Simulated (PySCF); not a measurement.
H2Ga (SMILES [GaH2]), doublet, at a GFN2-xTB geometry (such geometries of metal compounds can be far from the true shape) (the spin is typed, not shown lowest).

PySCF was given this input:
```python
from pyscf import gto, scf, dft

mol = gto.Mole()
mol.atom = '''
    Ga    0.051448    0.013092    0.035303
    H    -0.520074   -1.675232   -0.405427
    H    -1.074811    1.269384   -0.688981
'''
mol.basis = '6-31g**'
mol.charge = 0
mol.spin = 1
mol.verbose = 4
mol.build()

mf = dft.UKS(mol)
mf.xc = 'wb97x'
mf.kernel()
```

Q: Predict the HOMO energy from WB97X/6-31G** (PySCF).

A: -8.19 eV

Q: What dipole moment does WB97X/6-31G** give?

A: 0.84 D

Q: What is the computed nuclear repulsion energy (WB97X/6-31G**)?

A: 18.0445 Eh

Q: Predict the <S^2> from WB97X/6-31G**.

A: 0.759

Q: What is the computed Mulliken (on the basis functions themselves) charges in atom order (WB97X/6-31G**)?

A: Ga1 0.12, H2 -0.06, H3 -0.06

These values belong to the state on which the SCF converged, which isn't shown to be the lowest.
